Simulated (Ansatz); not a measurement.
A structure relaxed at r2SCAN-D4/def2-TZVP in Ansatz, charge 0, singlet:

| atom | x (Å) | y (Å) | z (Å) |
| --- | --- | --- | --- |
| Ge1 | -0.359 | -1.024 | 0.609 |
| Ge2 | 1.004 | 0.675 | -0.288 |
| H3 | -0.195 | -0.382 | -1.020 |
| H4 | -0.450 | 0.730 | 0.699 |

(1) Give its formula and point group.

(2) Summarise the bond lengths by kind (pairs closer than 1.2 times the sum of covalent radii, bridged metal pairs left out).

Answers

(1) the cluster Ge2H2. Point group C2v (tolerance 0.1 Å).

(2) 1 × Ge–Ge 2.36 Å; 4 × Ge–H 1.76 Å.

The structure comes from a short search, and lower isomers may exist.
